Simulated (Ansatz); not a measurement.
`O[Si]O[SiH3]` and `O[Si]O` differ in one atom or group.

Ansatz, PBE0-D4/def2-TZVP geometries, multiplicity 1. Each molecule was computed in one conformer, which needn't be the lowest.

```json
{"property": "size of the dipole moment (B3LYP/def2-TZVPP) / D", "`O[Si]O[SiH3]`": "1.51"}
{"property": "vertical ionisation energy (CCSD(T)/CBS(def2)) / eV", "`O[Si]O[SiH3]`": "9.68"}
{"property": "HOMO energy (PBE0/def2-TZVPP) / eV", "`O[Si]O[SiH3]`": "-7.20"}
{"property": "ideal-gas entropy at 298 K and 1 bar (rigid rotor, harmonic PBE0-D4/def2-TZVP) / J/(mol·K)", "`O[Si]O[SiH3]`": "338"}
{"property": "HOMO–LUMO gap (PBE/def2-TZVPP) / eV", "`O[Si]O[SiH3]`": "3.98"}
{"property": "HOMO energy (PBE/def2-TZVPP) / eV", "`O[Si]O[SiH3]`": "-6.08"}
```

Task: What does the change do to each property? (Estimate.)

Result: Computed: 
| property | `O[Si]O` | shift |
| --- | --- | --- |
| size of the dipole moment (B3LYP/def2-TZVPP) / D | 1.80 | 0.29 |
| vertical ionisation energy (CCSD(T)/CBS(def2)) / eV | 9.80 | 0.12 |
| HOMO energy (PBE0/def2-TZVPP) / eV | -7.10 | 0.10 |
| ideal-gas entropy at 298 K and 1 bar (rigid rotor, harmonic PBE0-D4/def2-TZVP) / J/(mol·K) | 270 | -68 |
| HOMO–LUMO gap (PBE/def2-TZVPP) / eV | 4.04 | 0.06 |
| HOMO energy (PBE/def2-TZVPP) / eV | -5.95 | 0.13 |

With PBE0 the HOMO rises by 0.10 eV and the LUMO rises by 0.17 eV, so the gap widens by about 0.07 eV. PBE moves the HOMO by 0.13 eV and ωB97M-V by 0.11 eV. The zero-point energy changes by -41.2 kJ/mol with -9 modes. Dipoles are sizes alone; their direction can turn. Modes under 60 cm⁻¹, often nearly free rotors, make the harmonic entropy too high.

B3LYP here is the variant with VWN-RPA as its local correlation; programs differ in this.
